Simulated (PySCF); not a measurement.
PBE on P (phosphorus, neutral), [Ne] 3s2 3p2 3d1, one real determinant (an excited configuration). Computed with PySCF 2.14 in x2c-QZVPPall with one added diffuse shell each of s, p, d, f type (10s7p5d3f1g, 86 functions), with scalar relativity by spin-free X2C-1e.

```
cycle= 1 E= -341.628511844251  delta_E= -0.0106  |g|= 0.0207  |ddm|= 0.44
cycle= 2 E= -341.6286495989  delta_E= -0.000138  |g|= 0.00932  |ddm|= 0.119
cycle= 3 E= -341.628719228669  delta_E= -6.96e-05  |g|= 0.00334  |ddm|= 0.0331
cycle= 4 E= -341.628721715725  delta_E= -2.49e-06  |g|= 0.000233  |ddm|= 0.00425
cycle= 5 E= -341.628721735179  delta_E= -1.95e-08  |g|= 2.1e-05  |ddm|= 0.00121
cycle= 6 E= -341.628721734892  delta_E= 2.88e-10  |g|= 5.45e-06  |ddm|= 0.000255
converged SCF energy = -341.628721734892  <S^2> = 3.7511686  2S+1 = 4.0005843
```

Highest occupied orbital energy: 0.224 eV; ⟨L²⟩ = 7.95; populations by l: s 6.01, p 8.00, d 0.99, f 0.00.

Can this result be used?

Not for this state. The calculation finished and met its thresholds. ⟨L²⟩ = 7.95 against 12 for a pure F term, so this real determinant mixes terms. The outer electron is Rydberg-like, and this basis confines it to a smaller radius and binds it less than a complete one would. At PBE the highest occupied level has a positive energy, so only the finite basis holds that electron; for this excited configuration the basis is too tight for the outer shell.
